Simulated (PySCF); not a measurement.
PySCF job for 2-hydroxyethyl prop-2-enoate (C5H8O3), SMILES C=CC(=O)OCCO, PBE-D3(BJ)/def2-SVP. The structure is a stationary point at PBE-D3(BJ)/def2-SVP. One conformer was computed; it need not be the lowest.

```python
import numpy as np
from pyscf import gto, scf, dft, df
from pyscf.hessian import thermo

mol = gto.M(
    atom='''
    C     3.38145804    0.56807755    0.21542476
    C     2.23100916    0.70742561   -0.46774419
    C     1.02128841   -0.06728252   -0.08019348
    O     0.94602220   -0.86197387    0.84089440
    O    -0.01662436    0.23102175   -0.91420072
    C    -1.25364510   -0.45085209   -0.65294050
    C    -2.08049513    0.26626113    0.42117423
    O    -3.33222531   -0.36069119    0.61144388
    H     4.28759581    1.13016708   -0.05563152
    H     3.42713430   -0.12609629    1.07029879
    H     2.13280948    1.38723687   -1.32839764
    H    -1.79667043   -0.45375082   -1.62085985
    H    -1.05622642   -1.49463365   -0.33567902
    H    -1.53957197    0.20505285    1.38717458
    H    -2.16610295    1.34811716    0.15411514
    H    -3.86404026   -0.20472503   -0.19044591
    ''',
    basis='def2-SVP',
    charge=0,
    spin=0,
    max_memory=1600,
    verbose=3,
)
mf = dft.RKS(mol, xc='pbe').density_fit(auxbasis='def2-universal-jkfit')
mf.disp = 'd3bj'
mf.grids.level = 3
mf.conv_tol = 1e-11
mf.max_cycle = 100
mf.kernel()

# [left out here: the lines that compute and print the analytic Hessian (its translational invariance restored by hand, since the grid's response is missing), thermochemistry and intensities]
```

It prints:

```
converged SCF energy = -420.205533010895

WARN: DFTD3 does not support analytical Hessian, using finite difference


WARN: Mole.unit (angstrom) is changed to Bohr

Mode                                 0                   1                   2
Irrep
Freq [cm^-1]                       62.6887             66.6158             93.6653
Reduced mass [au]                   5.7688              3.8636              2.2157
Force const [Dyne/A]                0.0134              0.0101              0.0115
Char temp [K]                      90.1951             95.8453            134.7636
Normal mode                   x     y     z       x     y     z       x     y     z
       0   C                 0.05 -0.11 -0.07    0.05 -0.01 -0.09    0.00  0.04 -0.02
       1   C                 0.03 -0.02 -0.02   -0.01  0.04  0.01   -0.00 -0.01 -0.03
       2   C                -0.01  0.06  0.03    0.03 -0.00  0.03    0.01 -0.00  0.00
       3   O                -0.05  0.11  0.07    0.08 -0.05 -0.00    0.02  0.02  0.02
       4   O                 0.00  0.06  0.01   -0.01  0.02  0.09   -0.00 -0.02  0.01
       5   C                 0.01  0.04 -0.01    0.01 -0.02  0.07   -0.00 -0.02  0.01
       6   C                -0.02 -0.04  0.02   -0.08  0.03 -0.03    0.05 -0.09  0.10
       7   O                -0.00 -0.09 -0.03   -0.08  0.01 -0.07   -0.06  0.07 -0.09
       8   H                 0.08 -0.19 -0.12    0.03  0.01 -0.12   -0.01  0.05 -0.05
       9   H                 0.03 -0.11 -0.07    0.12 -0.09 -0.15    0.01  0.08  0.01
      10   H                 0.05 -0.03 -0.02   -0.07  0.11  0.08   -0.01 -0.04 -0.06
      11   H                 0.01  0.08 -0.02    0.06 -0.13  0.05   -0.04  0.08  0.04
      12   H                 0.02  0.03 -0.06    0.05  0.01  0.16   -0.01 -0.06 -0.10
      13   H                -0.03 -0.07  0.02   -0.14  0.11  0.01   -0.02 -0.34  0.12
      14   H                -0.05 -0.03  0.07   -0.08  0.01 -0.11    0.23 -0.03  0.28
      15   H                 0.00 -0.07 -0.03   -0.02 -0.06 -0.12    0.01  0.31 -0.09
Mode                                 3                   4                   5
Irrep
Freq [cm^-1]                      142.8575            223.9929            290.0309
Reduced mass [au]                   2.6920              3.0286              1.8577
Force const [Dyne/A]                0.0324              0.0895              0.0921
Char temp [K]                     205.5402            322.2760            417.2899
Normal mode                   x     y     z       x     y     z       x     y     z
       0   C                -0.00  0.06  0.05    0.05  0.09 -0.08    0.02 -0.00  0.01
       1   C                 0.06 -0.11 -0.10   -0.03 -0.03  0.03    0.03 -0.01 -0.01
       2   C                 0.03 -0.03 -0.02   -0.01 -0.06  0.07    0.01  0.02  0.02
       3   O                 0.02 -0.02 -0.02   -0.05 -0.06  0.07    0.04  0.01  0.01
       4   O                -0.00  0.05  0.04    0.03 -0.02  0.03   -0.01  0.05  0.05
       5   C                -0.01  0.06  0.04   -0.02  0.07 -0.08    0.00 -0.05 -0.08
       6   C                -0.06  0.03  0.02    0.00  0.02 -0.03   -0.03 -0.06 -0.08
       7   O                -0.03 -0.05 -0.02    0.03 -0.02  0.00   -0.04  0.01  0.06
       8   H                 0.01  0.02  0.01   -0.04  0.16 -0.21    0.04 -0.05 -0.02
       9   H                -0.07  0.26  0.21    0.22  0.13 -0.06   -0.02  0.05  0.06
      10   H                 0.13 -0.29 -0.24   -0.14 -0.06  0.02    0.06 -0.06 -0.05
      11   H                 0.00  0.06  0.03    0.01  0.20 -0.10    0.07 -0.05 -0.12
      12   H                -0.01  0.06  0.04   -0.13  0.02 -0.16    0.05 -0.05 -0.10
      13   H                -0.08  0.05  0.04    0.05 -0.00 -0.05    0.05 -0.03 -0.12
      14   H                -0.11  0.02  0.03   -0.03  0.03  0.02   -0.01 -0.07 -0.11
      15   H                -0.01 -0.08 -0.04   -0.02  0.02  0.04   -0.31  0.45  0.33
Mode                                 6                   7                   8
Irrep
Freq [cm^-1]                      317.1799            344.6450            372.0602
Reduced mass [au]                   2.9054              1.8498              4.7657
Force const [Dyne/A]                0.1722              0.1295              0.3887
Char temp [K]                     456.3513            495.8674            535.3117
Normal mode                   x     y     z       x     y     z       x     y     z
       0   C                -0.00 -0.02  0.02    0.01  0.02 -0.01    0.13  0.04  0.01
       1   C                 0.02  0.03  0.00   -0.01 -0.01  0.01    0.09 -0.01  0.06
       2   C                 0.03 -0.02 -0.03   -0.02 -0.00 -0.01    0.02  0.00 -0.04
       3   O                 0.09  0.03  0.02   -0.09 -0.02 -0.03   -0.08  0.01 -0.04
       4   O                 0.03 -0.10 -0.05    0.00  0.02 -0.02    0.02 -0.01 -0.07
       5   C                -0.06  0.07 -0.00    0.05 -0.01  0.09   -0.01 -0.02  0.01
[...]
Mode                                33                  34                  35
Irrep
Freq [cm^-1]                     1768.2783           2915.0029           2987.3321
Reduced mass [au]                  11.2405              1.0708              1.0590
Force const [Dyne/A]               20.7079              5.3611              5.5684
Char temp [K]                    2544.1587           4194.0402           4298.1057
Normal mode                   x     y     z       x     y     z       x     y     z
       0   C                -0.01  0.00 -0.01    0.00  0.00  0.00   -0.00 -0.00 -0.00
       1   C                 0.00 -0.02  0.02   -0.00  0.00  0.00   -0.00 -0.00 -0.00
       2   C                 0.03  0.15 -0.17   -0.00 -0.00 -0.00    0.00 -0.00  0.00
       3   O                -0.01 -0.09  0.11   -0.00 -0.00  0.00    0.00  0.00 -0.00
       4   O                 0.00 -0.01  0.01    0.00  0.00 -0.00   -0.00 -0.00  0.00
       5   C                 0.00  0.01 -0.00   -0.00  0.00 -0.00   -0.02 -0.04 -0.04
       6   C                -0.00 -0.00 -0.00    0.00 -0.07  0.00    0.00 -0.00  0.01
       7   O                -0.00 -0.00  0.00   -0.00 -0.00 -0.00    0.00  0.00 -0.00
       8   H                 0.01 -0.02  0.04   -0.00 -0.00  0.00    0.00  0.00 -0.00
       9   H                 0.03  0.02 -0.01   -0.00  0.00 -0.00    0.00 -0.00  0.00
      10   H                -0.05 -0.03  0.02    0.00 -0.00  0.00    0.00 -0.00  0.00
      11   H                -0.03 -0.04  0.01    0.00  0.00  0.00    0.38 -0.01  0.67
      12   H                -0.04 -0.00 -0.02    0.01 -0.05  0.02   -0.11  0.54 -0.18
      13   H                -0.02  0.01  0.01    0.11 -0.03  0.20   -0.04  0.01 -0.07
      14   H                 0.01  0.00  0.00   -0.09  0.90 -0.23   -0.00  0.04 -0.01
      15   H                 0.01  0.00 -0.00   -0.00  0.00  0.00    0.01 -0.00  0.00
Mode                                36                  37                  38
Irrep
Freq [cm^-1]                     3038.1181           3062.3865           3080.5282
Reduced mass [au]                   1.0952              1.1099              1.0592
Force const [Dyne/A]                5.9560              6.1329              5.9219
Char temp [K]                    4371.1756           4406.0924           4432.1942
Normal mode                   x     y     z       x     y     z       x     y     z
       0   C                -0.00  0.00 -0.00    0.00 -0.00  0.00   -0.05  0.01 -0.04
       1   C                -0.00 -0.00 -0.00    0.00 -0.00  0.00    0.01  0.01 -0.00
       2   C                 0.00  0.00 -0.00    0.00  0.00 -0.00    0.00  0.00 -0.00
       3   O                -0.00  0.00  0.00   -0.00 -0.00  0.00    0.00 -0.00  0.00
       4   O                 0.00 -0.00 -0.00    0.00 -0.00  0.00   -0.00 -0.00 -0.00
       5   C                 0.01 -0.02  0.02   -0.03  0.05 -0.06   -0.00  0.00 -0.00
       6   C                -0.04  0.02 -0.07   -0.01  0.01 -0.03   -0.00  0.00 -0.00
       7   O                 0.00 -0.00  0.00    0.00 -0.00  0.00   -0.00 -0.00  0.00
       8   H                 0.00  0.00 -0.00   -0.01 -0.00  0.00    0.52  0.33 -0.16
       9   H                 0.00 -0.00  0.00   -0.00  0.00 -0.01    0.03 -0.46  0.56
      10   H                -0.00 -0.00  0.00   -0.00  0.00 -0.00    0.01 -0.07  0.09
      11   H                -0.07  0.00 -0.12    0.26 -0.00  0.49    0.00 -0.00  0.00
      12   H                -0.06  0.30 -0.09    0.13 -0.65  0.19    0.00 -0.01  0.00
      13   H                 0.42 -0.05  0.76    0.15 -0.02  0.28    0.00 -0.00  0.00
      14   H                 0.02 -0.17  0.04    0.01 -0.11  0.02    0.00 -0.00  0.00
      15   H                -0.00  0.00 -0.02    0.00  0.00 -0.01    0.00  0.00 -0.00
Mode                                39                  40                  41
Irrep
Freq [cm^-1]                     3124.8213           3189.9758           3698.9639
Reduced mass [au]                   1.0955              1.1184              1.0664
Force const [Dyne/A]                6.3026              6.7057              8.5968
Char temp [K]                    4495.9221           4589.6649           5321.9854
Normal mode                   x     y     z       x     y     z       x     y     z
       0   C                -0.01  0.01 -0.01    0.05  0.06 -0.05    0.00  0.00 -0.00
       1   C                 0.01 -0.05  0.07   -0.00  0.01 -0.01    0.00 -0.00  0.00
       2   C                 0.00  0.00  0.00   -0.00  0.00 -0.00   -0.00  0.00 -0.00
       3   O                -0.00  0.00 -0.00    0.00 -0.00  0.00    0.00 -0.00  0.00
       4   O                -0.00 -0.00 -0.00    0.00  0.00  0.00    0.00 -0.00 -0.00
       5   C                -0.00 -0.00  0.00   -0.00  0.00 -0.00    0.00  0.00  0.00
       6   C                 0.00 -0.00  0.00   -0.00  0.00 -0.00    0.00  0.00 -0.00
       7   O                -0.00  0.00  0.00    0.00  0.00 -0.00   -0.03  0.01 -0.05
       8   H                -0.01 -0.01  0.00   -0.59 -0.36  0.18    0.00  0.00 -0.00
       9   H                 0.01 -0.10  0.12    0.04 -0.38  0.47   -0.00 -0.00  0.00
      10   H                -0.08  0.58 -0.73    0.01 -0.07  0.09   -0.00  0.00  0.00
      11   H                -0.00 -0.00 -0.00    0.00 -0.00  0.00   -0.00  0.00 -0.00
      12   H                -0.00  0.00 -0.00    0.00 -0.00  0.00   -0.00  0.00 -0.00
      13   H                -0.00 -0.00 -0.00    0.00 -0.00  0.00    0.00 -0.00  0.01
      14   H                -0.00  0.00 -0.00    0.00 -0.00  0.00    0.00 -0.00  0.00
      15   H                 0.00 -0.00 -0.00    0.00  0.00  0.00    0.54 -0.15  0.79
temperature 298.1500 [K]
pressure 101325.00 [Pa]
Rotational constants [GHz] 6.53562 0.89696 0.84760
Symmetry number 1
Zero-point energy (ZPE) 0.12505 [Eh]   328314.050 [J/mol]
                           tot       elec      trans        rot        vib
Entropy [J/mol/K]       392.048      0.000    168.044    119.497    104.507
Cv [J/mol/K]            130.634      0.000     12.472     12.472    105.691
Cp [J/mol/K]            138.949      0.000     20.786     12.472    105.691
Internal energy [J/mol]                      3718.434   3718.434 344568.128
Internal energy [Eh]   -420.07146  -420.20553
Enthalpy [J/mol]                             6197.391   3718.434 344568.128
Enthalpy [Eh]          -420.07052
Gibbs free energy [J/mol]                  -43904.806 -31909.719 313409.482
Gibbs free energy [Eh] -420.11504
mode   freq/cm-1   IR/(km/mol)
   1       62.69         1.500
   2       66.62         0.244
   3       93.67         3.139
   4      142.86         0.027
   5      223.99         3.667
   6      290.03        24.760
   7      317.18        58.027
   8      344.64        67.062
   9      372.06        11.461
  10      510.99         0.621
  11      555.13         1.216
  12      654.25         3.536
  13      776.24         3.584
  14      795.60        20.803
  15      854.49         7.100
  16      952.21        18.800
  17      989.65        18.428
  18     1013.48         1.887
  19     1026.80        44.498
  20     1034.91        13.059
  21     1063.71        99.105
  22     1094.13        35.686
  23     1162.59       256.170
  24     1194.16       107.922
  25     1268.53        75.098
  26     1272.75         5.873
  27     1297.64        14.500
  28     1349.82        30.054
  29     1361.30        26.967
  30     1375.44        49.308
  31     1405.15        20.441
  32     1444.05         2.796
  33     1657.66        23.109
  34     1768.28       149.215
  35     2915.00        53.920
  36     2987.33        39.470
  37     3038.12         5.805
  38     3062.39        14.351
  39     3080.53         2.617
  40     3124.82         2.906
  41     3189.98         0.563
  42     3698.96        22.653
max |gradient| / (hartree/bohr): 3.3339448824067254e-05
APT charges: [-0.0295 -0.184   1.1101 -0.6498 -0.833   0.4123  0.4692 -0.5841  0.0465
  0.076   0.0425 -0.0447 -0.0044  0.0012 -0.0748  0.2465]
```

Self-consistency was reached.

Cost: very roughly 8 core-minutes.
